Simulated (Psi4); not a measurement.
BaF (SMILES [F][Ba+]), charge +1, singlet, geometry from GFN2-xTB (such geometries of metal compounds can be far from the true shape) (core potentials on Ba); PBE/def2-SVP in Psi4.

Psi4 was given this input:
```
memory 2 GB

molecule mol {
1 1
  Ba   -0.000000   -0.000000   -0.325436
  F     0.000000    0.000000    2.024934
}

set basis def2-svp
set reference rks
set scf_type pk
set puream true
set d_convergence 1e-8
set dft_radial_points 99
set dft_spherical_points 590

energy('pbe')
print_variables()
```

Problem. Write the output that Psi4 gives for this input, abridged.

Solution. 
```
   => Loading Basis Set <=

    Name: DEF2-SVP
    Role: ORBITAL
    Keyword: BASIS

    !!!  WARNING: ECP capability is in beta. Please check occupations closely.  !!!

         ---------------------------------------------------------
                                   SCF
               by Justin Turney, Rob Parrish, Andy Simmonett
                          and Daniel G. A. Smith
                              RKS Reference
         ---------------------------------------------------------

  ==> Geometry <==

    Molecular point group: c2v
    Full point group: C_inf_v

    Geometry (in Angstrom), charge = 1, multiplicity = 1:

       Center              X                  Y                   Z               Mass
    ------------   -----------------  -----------------  -----------------  -----------------
         BA           0.000000000000     0.000000000000    -0.284590427280   137.905247000000
         F            0.000000000000     0.000000000000     2.065779572720    18.998403162730

  Running in c2v symmetry.

  Rotational constants: A = ************  B =      0.18275  C =      0.18275 [cm^-1]
  Rotational constants: A = ************  B =   5478.72984  C =   5478.72984 [MHz]
  Nuclear repulsion =   20.263170888115486

  Charge       = 1
  Multiplicity = 1
  Electrons    = 18
  Nalpha       = 9
  Nbeta        = 9

  ==> Algorithm <==

  SCF Algorithm Type is PK.
  DIIS enabled.
  MOM disabled.
  Fractional occupation disabled.
  Guess Type is SAD.
  Energy threshold   = 1.00e-06
  Density threshold  = 1.00e-08
  Integral threshold = 1.00e-12

  ==> Primary Basis <==

  Basis Set: DEF2-SVP
    Blend: DEF2-SVP
    Number of shells: 16
    Number of basis functions: 44
    Number of Cartesian functions: 50
    Spherical Harmonics?: true
    Max angular momentum: 3

  Core potential: DEF2-SVP
    Number of shells: 4
    Number of ECP primitives: 10
    Number of ECP core electrons: 46
    Max angular momentum: 3

  ==> DFT Potential <==

   => LibXC <=

    Version 7.1.2
    S. Lehtola, C. Steigemann, M. J. T. Oliveira, and M. A. L. Marques,  SoftwareX 7, 1–5 (2018) (10.1016/j.softx.2017.11.002)

   => Composite Functional: PBE <=

    PBE GGA Exchange-Correlation Functional

    J.P. Perdew et. al., Phys. Rev. Lett., 77(18), 3865-3868, 1996

    Deriv               =              1
    GGA                 =           TRUE
    Meta                =          FALSE

    Exchange Hybrid     =          FALSE
    MP2 Hybrid          =          FALSE

   => Exchange Functionals <=

    1.0000     XC_GGA_X_PBE

   => Correlation Functionals <=

    1.0000     XC_GGA_C_PBE

   => LibXC Density Thresholds  <==

    XC_GGA_C_PBE:  1.00E-12
    XC_GGA_X_PBE:  1.00E-15

   => Molecular Quadrature <=

    Radial Scheme          =       TREUTLER
    Pruning Scheme         =           NONE
    Nuclear Scheme         =       TREUTLER

    Blocking Scheme        =         OCTREE
    BS radius alpha        =              1
    Pruning alpha          =              1
    Radial Points          =             99
    Spherical Points       =            590
    Total Points           =         111302
    Total Blocks           =            941
    Max Points             =            256
    Max Functions          =             44
    Weights Tolerance      =       1.00E-15

  ==> Integral Setup <==

  Using in-core PK algorithm.
   Calculation information:
      Number of atoms:                   2
      Number of AO shells:              16
      Number of primitives:             33
      Number of atomic orbitals:        50
      Number of basis functions:        44

      Integral cutoff                 1.00e-12
      Number of threads:                 1

  Performing in-core PK
  Using 981090 doubles for integral storage.
  We computed 9316 shell quartets total.
  Whereas there are 9316 unique shell quartets.

  ==> DiskJK: Disk-Based J/K Matrices <==

    J tasked:                  Yes
    K tasked:                   No
    wK tasked:                  No
    Schwarz Cutoff:          1E-12

  Minimum eigenvalue in the overlap matrix is 6.3810046888E-02.
  Reciprocal condition number of the overlap matrix is 2.3285395156E-02.
    Using symmetric orthogonalization.

  ==> Pre-Iterations <==

  SCF Guess: Superposition of Atomic Densities via on-the-fly atomic UHF (no occupation information).

   -------------------------
    Irrep   Nso     Nmo
   -------------------------
     A1        20      20
     A2         4       4
     B1        10      10
     B2        10      10
   -------------------------
    Total      44      44
   -------------------------

  ==> Iterations <==

                        Total Energy        Delta E     RMS |[F,P]|

   @RKS iter SAD:  -124.88452641751992   -1.24885e+02   0.00000e+00
    Occupation by irrep:
             A1    A2    B1    B2
    DOCC [     6,    1,    1,    1 ]
    NA   [     6,    1,    1,    1 ]
    NB   [     6,    1,    1,    1 ]

   @RKS iter   1:  -124.86055401954091    2.39724e-02   2.44568e-02 ADIIS/DIIS
    Occupation by irrep:
             A1    A2    B1    B2
    DOCC [     5,    0,    2,    2 ]
    NA   [     5,    0,    2,    2 ]
    NB   [     5,    0,    2,    2 ]

   @RKS iter   2:  -112.90605507875195    1.19545e+01   8.66254e-02 ADIIS/DIIS
   @RKS iter   3:  -124.55866159075477   -1.16526e+01   4.56783e-02 ADIIS/DIIS
   @RKS iter   4:  -125.01283675107810   -4.54175e-01   4.22901e-03 ADIIS/DIIS
   @RKS iter   5:  -125.01601255200852   -3.17580e-03   3.54935e-03 ADIIS/DIIS
   @RKS iter   6:  -125.01951463369878   -3.50208e-03   9.98328e-05 DIIS
   @RKS iter   7:  -125.01951797215222   -3.33845e-06   8.48019e-06 DIIS
   @RKS iter   8:  -125.01951799056124   -1.84090e-08   7.04928e-06 DIIS
   @RKS iter   9:  -125.01951800410423   -1.35430e-08   8.67348e-07 DIIS
   @RKS iter  10:  -125.01951800431846   -2.14229e-10   2.01281e-08 DIIS
   @RKS iter  11:  -125.01951800431871   -2.55795e-13   5.68821e-10 DIIS
  Energy and wave function converged.

  ==> Post-Iterations <==

   Electrons on quadrature grid:
      Ntotal   =   18.0000011383 ; deviation = 1.138e-06

    Orbital Energies [Eh]
    ---------------------

    Doubly Occupied:

       1A1   -24.316096     2A1    -1.457850     3A1    -1.078524
       1B1    -0.899071     1B2    -0.899071     4A1    -0.877162
       5A1    -0.421695     2B1    -0.412387     2B2    -0.412387

    Virtual:

       6A1    -0.254511     7A1    -0.238510     1A2    -0.238510
       3B1    -0.216930     3B2    -0.216930     8A1    -0.196136
       4B2    -0.146004     4B1    -0.146004     9A1    -0.112214
      10A1    -0.079026     5B1    -0.066299     5B2    -0.066299
       2A2    -0.061532    11A1    -0.061532     6B2    -0.052387
       6B1    -0.052387    12A1    -0.047159     3A2    -0.047157
       7B2    -0.043580     7B1    -0.043580    13A1    -0.032924
      14A1    -0.012213     8B1     0.858751     8B2     0.858751
      15A1     0.881574     9B1     1.073339     9B2     1.073339
      16A1     1.100221    17A1     1.670462    18A1     2.913349
       4A2     2.913363    10B1     2.916220    10B2     2.916220
      19A1     2.940065    20A1    82.882719

    Final Occupation by Irrep:
             A1    A2    B1    B2
    DOCC [     5,    0,    2,    2 ]
    NA   [     5,    0,    2,    2 ]
    NB   [     5,    0,    2,    2 ]

  @RKS Final Energy:  -125.01951800431871

   => Energetics <=

    Nuclear Repulsion Energy =             20.2631708881154857
    One-Electron Energy =                -219.1148615534884243
    Two-Electron Energy =                  87.7510918268778397
    DFT Exchange-Correlation Energy =     -13.9189191658236169
    Empirical Dispersion Energy =           0.0000000000000000
    VV10 Nonlocal Energy =                  0.0000000000000000
    Total Energy =                       -125.0195180043187122

Computation Completed

Properties will be evaluated at   0.000000,   0.000000,   0.000000 [a0]

Properties computed using the SCF density matrix

 Multipole Moments:

 ------------------------------------------------------------------------------------
     Multipole            Electronic (a.u.)      Nuclear  (a.u.)        Total (a.u.)
 ------------------------------------------------------------------------------------

 L = 1.  Multiply by 2.5417464519 to convert [e a0] to [Debye]
 Dipole X            :          0.0000000            0.0000000            0.0000000
 Dipole Y            :          0.0000000            0.0000000            0.0000000
 Dipole Z            :        -32.6014764           29.7558390           -2.8456374
 Magnitude           :                                                    2.8456374

 ------------------------------------------------------------------------------------

  Variable Map:
  ----------------------------------------------------------------------------
  "CURRENT ENERGY"              =>    -125.019518004319
  "CURRENT REFERENCE ENERGY"    =>    -125.019518004319
  "DD SOLVATION ENERGY"         =>       0.000000000000
  "DFT FUNCTIONAL TOTAL ENERGY" =>    -125.019518004319
  "DFT TOTAL ENERGY"            =>    -125.019518004319
  "DFT VV10 ENERGY"             =>       0.000000000000
  "DFT XC ENERGY"               =>     -13.918919165824
  "GRID ELECTRONS ALPHA"        =>       9.000000569125
  "GRID ELECTRONS BETA"         =>       9.000000569125
  "GRID ELECTRONS TOTAL"        =>      18.000001138251
  "NUCLEAR REPULSION ENERGY"    =>      20.263170888115
  "ONE-ELECTRON ENERGY"         =>    -219.114861553488
  "PCM POLARIZATION ENERGY"     =>       0.000000000000
  "PE ENERGY"                   =>       0.000000000000
  "SCF ITERATION ENERGY"        =>    -125.019518004319
  "SCF ITERATIONS"              =>      11.000000000000
  "SCF TOTAL ENERGY"            =>    -125.019518004319
  "TWO-ELECTRON ENERGY"         =>      87.751091826878
  "XC GRID RADIAL POINTS"       =>      99.000000000000
  "XC GRID SPHERICAL POINTS"    =>     590.000000000000
  "XC GRID TOTAL POINTS"        =>  111302.000000000000

  Array Variable Map:
  ----------------------------------------------------------------------------
  "CURRENT DIPOLE"              =>       0.000000000000 ... -2.845637365053 1 by 3
  "SCF DIPOLE"                  =>       0.000000000000 ... -2.845637365053 1 by 3
  "SCF TOTAL ENERGIES"          =>    -124.884526417520 ... -125.019518004319 1 by 12
```
